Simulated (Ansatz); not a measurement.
Gas-phase electronic energies from Ansatz, PBE0-D4/def2-TZVP geometries. CCSD(T)/CBS adds triple-zeta CCSD(T) − MP2 to the extrapolated MP2 energy (def2 sets, frozen cores). DFT in def2-TZVPP. Each species was taken in one conformer, which may not be the lowest.

Reaction (cleavage of the Si–Si bond): `O[SiH2][SiH]([SiH3])Cl` + `CCB(O)O` → `CCB(O)O[SiH3]` + `O[SiH2][SiH2]Cl`

(1) Is it downhill or uphill in electronic energy at CCSD(T)/CBS, and by how much? (Best estimate.)

(2) What do these levels give: PBE-D4, ωB97X-V, ωB97M-V, B2PLYP, MP2/def2-TZVPP, MP2/def2-QZVPP? (Best estimate.)

Largest T1 diagnostic among the species: 0.012.

Answers

(1) Computed: Downhill: ΔE = -81.2 kJ/mol.

(2) Computed: PBE-D4 -54.2, ωB97X-V -79.8, ωB97M-V -83.2, B2PLYP -85.9, MP2/def2-TZVPP -87.6, MP2/def2-QZVPP -88.1 kJ/mol.

From PBE to PBE0 (25 % exact exchange), in def2-TZVPP and without D4, ΔE moves by −8.1 kJ/mol. In def2-TZVPP, CCSD(T) changes the Hartree–Fock value by +27.2 kJ/mol (the triples alone add +3.9 kJ/mol) and MP2 by +21.3 kJ/mol.
